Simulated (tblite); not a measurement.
Run record: tight-binding relaxation, `C=CC(=C)[C](C)O` [radical].

Computed with GFN2-xTB geometry optimisation, gas phase (tblite 0.8.0). Start geometry: from a force field or distance geometry. A driver script takes a list of jobs; this job's settings line and coordinates (Å) are shown.

Command:
```bash
OMP_NUM_THREADS=1 python probes_run.py task.json out
```

Input:
```
{"job": {"kind": "relax", "xc": "GFN2-xTB", "basis": "xTB"}, "charge": 0, "multiplicity": 2}
C      2.117800     1.071300    -0.544400
C      1.350400     0.104500    -1.080300
C      0.140600    -0.430900    -0.465200
C     -0.184400    -1.697500    -0.758900
C     -0.785500     0.360300     0.350900
C     -1.619200    -0.178400     1.452500
O     -0.979400     1.687200     0.005300
H      1.864100     1.557200     0.403000
H      3.021000     1.398700    -1.040700
H      1.677800    -0.359400    -1.998600
H      0.451900    -2.334500    -1.366700
H     -1.093400    -2.176900    -0.377800
H     -2.519200    -0.660800     1.074100
H     -1.924900     0.625500     2.125600
H     -1.056400    -0.897000     2.051800
H     -0.468800     1.939600    -0.764900
```

Output:
```
step      E/eV     max force
  0    -581.80538    1.944
  1    -581.89393    1.013
  2    -581.91827    0.413
  3    -581.93453    0.427
  4    -581.95396    0.355
  5    -581.96713    0.263
  6    -581.97693    0.271
  7    -581.98868    0.238
  8    -581.99848    0.253
  9    -582.00627    0.199
... (64 lines left out)
 74    -582.16166    0.023
 75    -582.16175    0.024
 76    -582.16188    0.033
 77    -582.16202    0.031
 78    -582.16213    0.021
 79    -582.16219    0.019
 80    -582.16224    0.015
 81    -582.16230    0.022
 82    -582.16235    0.018
 83    -582.16238    0.009
```

«max force» is the largest atomic force in eV/Å.

**Question.** From which step on does the largest force stay under 0.1 eV/Å, and how much energy is left to gain from there?

**Answer.** From step 43 (0.093 eV/Å), 5.2 meV above the end.

Summary of the converged run: energy lowered by 8.2 kcal/mol over 83 steps; largest atomic force 0.009 eV/Å at the end.

**Question.** Give the final coordinates.

**Answer.** 0.402 Å rms from the input after alignment:
```
atom  x, y, z in Å
C1     2.0550    1.0943   -0.7484
C2     1.1908    0.1921   -1.1948
C3     0.1159   -0.4333   -0.4010
C4    -0.0482   -1.7952   -0.5185
C5    -0.7025    0.3545    0.4111
C6    -1.7990   -0.1955    1.2593
O7    -0.6220    1.7109    0.4475
H8     2.0620    1.4370    0.2749
H9     2.8292    1.4942   -1.3817
H10    1.2751   -0.1696   -2.2123
H11    0.5982   -2.3689   -1.1561
H12   -0.7972   -2.3295    0.0323
H13   -2.5691   -0.6628    0.6444
H14   -2.2448    0.6176    1.8256
H15   -1.4171   -0.9469    1.9490
H16    0.0661    2.0101   -0.1654
```

The run took 0.43 s wall on an Arm Neoverse V1 with one thread, shared host with 32 logical CPUs at a one-minute load of 11.
Labels such as C1 count atoms from 1, the log's own numbers from 0.
